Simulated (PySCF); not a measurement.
Cl3Si, SMILES Cl[Si](Cl)Cl, multiplicity 2.

Geometry optimised at ωB97X-D3(BJ)/def2-SVP. The isomer is the one that the SMILES or the coordinates give; other isomers of the formula were not compared.

Two levels are set side by side: PBE/def2-TZVPD (PySCF) and CAM-B3LYP/def2-TZVPD (PySCF). Same geometry, gas phase. Differences are taken from unrounded values.

```csv
quantity,CAM-B3LYP,PBE,PBE minus CAM-B3LYP
α-spin orbital gap (eV),8.95,4.77,-4.18
β-spin orbital gap (eV),8.04,3.56,-4.48
dipole moment (D),0.72,0.54,-0.18
mean polarisability (bohr³),69.1,72.6,3.5
```

PBE's more diffuse valence density responds more strongly to a field. Differences between two approximate levels are no errors against the true value.

Rough cost on one machine, each run with all the roots and properties that it gave: CAM-B3LYP against PBE within a factor of 2.
